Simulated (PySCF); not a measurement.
**Dipole polarisabilities along the alkali metals**

Calculated with PySCF 2.14 for the ground configurations, without spin-orbit coupling: coupled response for Hartree-Fock and DFT, finite fields for MP2 and CCSD(T), with K [Ne]; Rb nothing; Cs nothing frozen. Mean α in bohr³, C₆ of like pairs in atomic units.

```json
{"species": "Li [He] 2s1 (def2-TZVPPD, non-relativistic)", "α UHF": "166.6", "α PBE": "140.0", "α PBE0": "145.3", "α MP2": "n/a", "α CCSD(T)": "n/a", "α recommended (Schwerdtfeger and Nagle)": "164.1", "C₆ UHF": "1446", "C₆ PBE": "1115", "C₆ PBE0": "1179"}
{"species": "K [Ar] 4s1 (def2-TZVPPD, non-relativistic)", "α UHF": "413.2", "α PBE": "324.9", "α PBE0": "350.9", "α MP2": "293.1", "α CCSD(T)": "312.2", "α recommended (Schwerdtfeger and Nagle)": "289.7 ± 0.3", "C₆ UHF": "6534", "C₆ PBE": "4555", "C₆ PBE0": "5109"}
{"species": "Rb [Kr] 5s1 (def2-TZVPPD with the def2 core potential (28 electrons), ECP)", "α UHF": "477.8", "α PBE": "360.0", "α PBE0": "392.3", "α MP2": "308.7", "α CCSD(T)": "335.8", "α recommended (Schwerdtfeger and Nagle)": "319.8 ± 0.3", "C₆ UHF": "8426", "C₆ PBE": "5565", "C₆ PBE0": "6308"}
{"species": "Cs [Xe] 6s1 (def2-TZVPPD with the def2 core potential (46 electrons), ECP)", "α UHF": "640.9", "α PBE": "470.7", "α PBE0": "517.0", "α MP2": "341.8", "α CCSD(T)": "427.6", "α recommended (Schwerdtfeger and Nagle)": "400.9 ± 0.7", "C₆ UHF": "13470", "C₆ PBE": "8653", "C₆ PBE0": "9900"}
```

Hartree-Fock lacks correlation. MP2 and CCSD(T) carry the error of the frozen core. All values carry a basis error.
